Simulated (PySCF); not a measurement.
AsH₃, SMILES [AsH3]. Heavy atoms are numbered as in [AsH3:1]. Hydrogens are named by the atom that carries them.

Coordinates come from a B3LYP-D3(BJ)/def2-TZVPD optimisation.

Calculation: PBE0/pcSseg-2 run with PySCF.

GIAO shieldings, no solvent; atoms alike by connectivity are averaged. δ = σ(ref) − σ: ⁷⁵As against AsH3 (σ = 1914.7 ppm); ¹H against TMS (σ = 31.54 ppm), references at their B3LYP-D3(BJ)/def2-TZVP geometries, non-relativistic.

| nucleus | atoms | count | δ (ppm) |
|---|---|---|---|
| ⁷⁵As | As1 (AsH3) | 1 | 1.6 |
| ¹H | H on As1 | 3 | 2.65 |
